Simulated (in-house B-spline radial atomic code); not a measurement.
The numbers below are computed, except where a source is named.
# Softness against transferability: the 3d channel of Rb

Rb, [Kr] 5s1, non-relativistic LDA (VWN5), spherical and spin-unpolarised, from an all-electron radial atomic-structure program (B-spline basis) (atomic units). The all-electron 3d level is ε = -3.915507 hartree and its outer maximum at 0.39 bohr.

Troullier-Martins pseudo-orbitals are made for several radii. The cutoffs (hartree) are the plane-wave energies beyond which the orbital holds less than the named kinetic energy per electron. The phase error is the difference, pseudo minus all-electron, of arctan(R P'/P) at R = 1.94 bohr for all radii, half a hartree below and above the level.

| r_c (bohr) | V_l(0) (hartree) | cutoff for 10 mEh | for 1 mEh | for 0.1 mEh | phase error at ε − 0.5 (mrad) | at ε + 0.5 (mrad) |
| --- | --- | --- | --- | --- | --- | --- |
| 0.88 | -62.45 | 142 | 169 | 300 | 0.0 | +0.1 |
| 1.02 | -52.24 | 116 | 139 | 241 | +0.1 | +0.2 |
| 1.17 | -44.33 | 96.3 | 116 | 196 | +0.2 | +0.5 |
| 1.32 | -38.44 | 81.4 | 98.6 | 163 | +0.5 | +1.1 |
| 1.47 | -33.90 | 69.6 | 84.5 | 140 | +1.0 | +2.1 |
| 1.64 | -29.89 | 59.6 | 72.5 | 119 | +2.3 | +4.5 |

(1) Which radius needs the lowest cutoff for 0.1 mEh while both phase errors stay within 1.2 mrad?

(2) What does the larger radius buy, and what does it cost?

## Answers

(1) The radii within that limit are 0.88, 1.02, 1.17, 1.32 bohr; of these r_c = 1.32 needs the least, 163 hartree, that is 326 Ry or 4435 eV.

(2) From r_c = 0.88 to 1.64 bohr the cutoff for 1 mEh goes from 169 to 72.5 hartree, a factor of 2.33, against 3.47 for a pure 1/r_c² scaling, end to end; step by step it is 169, 139, 116, 98.6, 84.5, 72.5, and for 0.1 mEh 300, 241, 196, 163, 140, 119; the number of plane waves goes as the cutoff to the power 3/2, here a factor of 3.6. The larger of the two phase errors is least at r_c = 0.88 bohr, 0.1 mrad; it is 0.1 at the smallest radius and 4.5 at the largest. These errors test the reference atom alone. Large radii also let the cores of neighbours overlap, which an atom doesn't show.
